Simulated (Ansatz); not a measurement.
Computed with Ansatz on PBE0-D4/def2-TZVP structures; ΔE is electronic, products minus reactants. CBS: MP2 limit from def2 TZ/QZ plus the TZ coupled-cluster correction, frozen cores. DFT in def2-TZVPP. B3LYP here is the variant with VWN-RPA as its local correlation; programs differ in this. For Se outer-core shells are correlated without core-valence functions, which leaves a few kJ/mol of doubt a bond. Scalar relativity is left out up to krypton. Each species was taken in one conformer, which may not be the lowest.

`O[SiH2]CS` + `F[SiH](F)[SeH]` → `O[SiH](F)CS` + `F[SiH2][SeH]`  (redistribution)

| level | ΔE (kcal/mol) | difference from CCSD(T)/CBS |
| --- | --- | --- |
| r2SCAN-D4 | -1.7 | 0.0 |
| PBE0-D4 | -1.7 | 0.0 |
| B3LYP-D4 | -1.9 | -0.2 |
| ωB97X-V | -1.8 | -0.1 |
| ωB97M-V | -1.8 | -0.1 |
| B2PLYP | -1.8 | -0.1 |
| PBE | -1.8 | -0.1 |
| r2SCAN | -1.7 | 0.0 |
| MP2/def2-TZVPP | -1.4 | 0.3 |
| SCS-MP2/def2-TZVPP | -1.6 | 0.1 |
| CCSD/def2-TZVPP | -1.8 | -0.1 |
| CCSD(T)/def2-TZVPP | -1.7 | 0.0 |
| HF/def2-QZVPP | -2.2 | -0.5 |
| MP2/def2-QZVPP | -1.4 | 0.3 |
| SCS-MP2/def2-QZVPP | -1.5 | 0.2 |
| MP2/CBS(def2) | -1.4 | 0.3 |
| CCSD(T)/CBS | -1.7 | 0 |

Largest T1 diagnostic among the species: 0.011.
